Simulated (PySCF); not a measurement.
# Atomic charges by several schemes

Species: C₉H₁₄O₂.
Cartesian coordinates in Å at the PBE0-D3(BJ)/def2-SVP level; atoms count from 1:
```
atom  x, y, z in Å
O1     2.0985   -2.4913    0.7294
C2     2.9195   -1.6238    0.6285
O3     2.7066   -0.3980    0.1626
C4     1.3832   -0.0934   -0.2634
C5     1.2407    1.2252   -1.0183
C6    -0.1182    1.4087   -0.3053
C7    -1.3067    0.8547   -1.0937
C8    -2.3407    0.1857   -0.1951
C9    -1.7132   -0.9670    0.5816
C10   -0.5949   -0.4788    1.4972
C11    0.3941    0.4289    0.7873
H12    3.9883   -1.7286    0.9101
H13    0.9825   -0.9554   -0.8170
H14    1.2537    1.1982   -2.1181
H15    1.9910    1.9458   -0.6617
H16   -0.3415    2.4249    0.0548
H17   -0.9536    0.1050   -1.8245
H18   -1.7620    1.6615   -1.6905
H19   -2.7582    0.9251    0.5131
H20   -3.1869   -0.1747   -0.8018
H21   -1.3169   -1.7118   -0.1318
H22   -2.4750   -1.4937    1.1778
H23   -1.0463    0.0889    2.3301
H24   -0.0609   -1.3305    1.9469
H25    0.9866    1.0005    1.5208
```

Density: PBE0/pcSseg-1 (PySCF); schemes: Mulliken, IAO, Hirshfeld and ESP-fitted. Isolated species at its PBE0-D3(BJ)/def2-SVP geometry (one conformer only).

Problem. Tabulate the Mulliken, IAO, Hirshfeld and ESP-fitted charges.

Solution. In e:

```tsv
atom	environment	Mulliken	IAO	Hirshfeld	ESP-fitted
O1	ester carbonyl oxygen	-0.412	-0.454	-0.248	-0.526
C2	ester carbonyl carbon	+0.424	+0.401	+0.177	+0.570
O3	ester single-bonded oxygen	-0.440	-0.334	-0.101	-0.506
C4	sp3 carbon bound to oxygen	+0.080	+0.072	+0.041	+0.501
C5	four-membered-ring carbon	-0.076	-0.267	-0.077	-0.490
C6	sp3 carbon at a ring junction	-0.290	-0.113	-0.024	+0.102
C7	ring CH2 carbon	-0.160	-0.254	-0.068	-0.051
C8	ring CH2 carbon	-0.218	-0.250	-0.068	-0.124
C9	ring CH2 carbon	-0.238	-0.251	-0.066	+0.020
C10	ring CH2 carbon	-0.115	-0.262	-0.072	-0.249
C11	sp3 carbon at a ring junction	-0.227	-0.124	-0.031	-0.031
H12	formyl hydrogen	+0.105	+0.126	+0.061	+0.051
H13	methine hydrogen	+0.123	+0.138	+0.036	+0.056
H14	methylene hydrogen	+0.125	+0.131	+0.039	+0.117
H15	methylene hydrogen	+0.126	+0.144	+0.043	+0.149
H16	methine hydrogen	+0.117	+0.126	+0.034	+0.018
H17	methylene hydrogen	+0.106	+0.118	+0.034	+0.021
H18	methylene hydrogen	+0.126	+0.134	+0.038	+0.032
H19	methylene hydrogen	+0.111	+0.121	+0.033	+0.042
H20	methylene hydrogen	+0.121	+0.133	+0.039	+0.041
H21	methylene hydrogen	+0.120	+0.124	+0.035	+0.018
H22	methylene hydrogen	+0.121	+0.135	+0.040	+0.028
H23	methylene hydrogen	+0.113	+0.126	+0.035	+0.071
H24	methylene hydrogen	+0.143	+0.147	+0.035	+0.097
H25	methine hydrogen	+0.116	+0.133	+0.037	+0.044
```

Mean size of the charges over all atoms: IAO 0.185 e, Mulliken 0.174 e, ESP-fitted 0.158 e, Hirshfeld 0.060 e. Each set sums to the total charge, 0, to within 0.002 e. The IAO scheme projects the occupied orbitals on a minimal set of polarised atomic orbitals and counts the electrons in each atom's part of it.

Lowest charge. The schemes don't all agree: Mulliken O3 (-0.440); IAO O1 (-0.454); Hirshfeld O1 (-0.248); ESP-fitted O1 (-0.526).

Highest charge. All schemes agree: Mulliken C2 (+0.424); IAO C2 (+0.401); Hirshfeld C2 (+0.177); ESP-fitted C2 (+0.570).

Problem. Sum the charges by element.

Solution. 
```json
{"element": "O", "atoms": "2", "Mulliken": "-0.852", "IAO": "-0.787", "Hirshfeld": "-0.349", "ESP-fitted": "-1.032"}
{"element": "C", "atoms": "9", "Mulliken": "-0.820", "IAO": "-1.048", "Hirshfeld": "-0.188", "ESP-fitted": "+0.248"}
{"element": "H", "atoms": "14", "Mulliken": "+1.672", "IAO": "+1.835", "Hirshfeld": "+0.539", "ESP-fitted": "+0.784"}
```

Problem. How closely do the schemes follow one another over all atoms?

Solution. Correlation coefficient and root-mean-square difference: IAO with Hirshfeld 0.95, 0.136 e; Mulliken with IAO 0.94, 0.071 e; Mulliken with Hirshfeld 0.90, 0.137 e; Hirshfeld with ESP-fitted 0.83, 0.185 e; IAO with ESP-fitted 0.79, 0.152 e; Mulliken with ESP-fitted 0.71, 0.174 e.

Problem. How many electrons does the ESP-fitted scheme count on C4?

Solution. Z − q = 6 − (+0.501) = 5.499.
